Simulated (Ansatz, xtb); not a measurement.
H2PSSe: where a starting geometry ends

The starting geometry of this gas-phase doublet was built from a drawn formula by distance geometry and a force field; its bonds are those of `P1S[SeH]1`.

```xyz
5

P    -1.3924   -1.6318   -0.1468
S    -3.5236   -1.4549   -0.2769
Se   -2.3374   -0.0142   -1.4460
H    -1.3059   -2.5411   -1.2702
H    -2.3497    0.9641   -0.3481
```

Task: Predict what it relaxes into with r2SCAN-D4/def2-SVP.

Result: A bond breaks, leaving `[S]P[SeH]`. Contacts that open: S2–Se3 (2.20 → 3.68 Å).

The energy falls by 2.08 eV over 14 steps:

```json
{"step": "1", "E − E(last) (eV)": "2.084"}
{"step": "2", "E − E(last) (eV)": "1.432"}
{"step": "4", "E − E(last) (eV)": "0.549"}
{"step": "5", "E − E(last) (eV)": "0.463"}
{"step": "7", "E − E(last) (eV)": "0.226"}
{"step": "8", "E − E(last) (eV)": "0.085"}
{"step": "10", "E − E(last) (eV)": "0.018"}
{"step": "11", "E − E(last) (eV)": "0.017"}
{"step": "13", "E − E(last) (eV)": "0.000"}
{"step": "14", "E − E(last) (eV)": "0.000"}
```

Final geometry (Å):

| atom | x (Å) | y (Å) | z (Å) |
| --- | --- | --- | --- |
| P | -1.8925 | -1.5697 | -0.3404 |
| S | -3.6646 | -2.1688 | 0.2494 |
| Se | -1.6912 | 0.3522 | -1.5651 |
| H | -1.3227 | -2.4335 | -1.3273 |
| H | -2.3381 | 1.1421 | -0.5044 |

From the same start GFN2-xTB reaches the same bonding as this run.

No frequencies were run, so the end isn't proven a minimum. Open shells are spin-unrestricted. Run with Ansatz 0.2.0, 95 s on 1 thread of Intel(R) Xeon(R) 6975P-C (Granite Rapids), on a shared host.
